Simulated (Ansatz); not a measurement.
Relaxation of CH$_{8}$BGeNO (13 atoms, charge 0, multiplicity 1), to a largest force component of 0.015 eV/Å in at most 40 steps.

These are results of RKS revPBE-D4/def2-SVP (Ansatz 0.2.0), not measurements.

```xyz
13
Properties=species:S:1:pos:R:3:forces:R:3
B -1.277 2.193 0.233 -1.65 -0.55 -0.56
N -1.421 0.716 0.364 -0.32 0.65 -0.31
C -0.185 0.098 -0.040 1.32 0.39 2.47
O -0.204 -1.288 0.092 -1.90 -0.39 0.23
Ge 1.291 -2.051 -0.407 1.22 -1.05 0.05
H -0.524 2.866 0.837 1.01 0.39 0.74
H -2.048 2.810 -0.488 0.08 -0.10 -0.22
H -1.539 0.537 1.373 0.11 -0.17 0.14
H 0.077 0.378 -1.046 0.15 0.59 -1.36
H 0.671 0.466 0.659 -0.32 -0.03 -0.78
H 1.607 -1.669 -1.836 0.11 0.21 -0.74
H 1.200 -3.578 -0.254 -0.26 -0.14 0.04
H 2.371 -1.513 0.527 0.46 0.19 0.28
```

Task: Where does it end, and by what steps?

Result: The forces met the threshold. The force dipped under the threshold on the way, but the program's further checks kept it going. After 23 steps the energy has fallen by 1.946 eV; H6 moved furthest, 1.98 Å.

```
step  energy less start (eV)  largest force component (eV/Å)  accepted
   0                  0.0000                           2.475       yes
   1                 -0.2481                           1.190       yes
   2                 -0.3486                           0.387       yes
   3                 -0.5028                           0.550       yes
   4                 -0.7028                           0.826       yes
   5                 -0.9673                           1.012       yes
   6                 -1.2482                           1.271       yes
   7                 -1.4834                           1.069       yes
   8                 -1.6936                           0.687       yes
   9                 -1.8101                           0.453       yes
  10                 -1.8748                           0.291       yes
  11                 -1.8954                           0.403       yes
  12                 -1.9295                           0.160       yes
  13                 -1.9368                           0.097       yes
  14                 -1.9388                           0.106       yes
  15                 -1.9400                           0.103       yes
  16                 -1.9416                           0.075       yes
  17                 -1.9433                           0.110       yes
  18                 -1.9417                           0.203        no
  19                 -1.9452                           0.026       yes
  20                 -1.9457                           0.011       yes
  21                 -1.9460                           0.013       yes
  22                 -1.9461                           0.016       yes
  23                 -1.9462                           0.013       yes
```

```xyz
13
Properties=species:S:1:pos:R:3
B -1.679 2.014 0.214
N -0.712 1.170 0.781
C 0.286 0.402 0.075
O -0.024 -0.980 0.189
Ge 1.142 -2.192 -0.498
H -2.478 2.568 0.947
H -1.675 2.178 -0.994
H -0.717 0.987 1.789
H 0.284 0.743 -0.986
H 1.299 0.610 0.503
H 1.275 -1.965 -2.032
H 0.495 -3.555 -0.167
H 2.525 -2.015 0.195
```

The run took 77 s on 2 threads of Arm Neoverse V1, with other jobs on the host, peak memory 0.19 GiB.
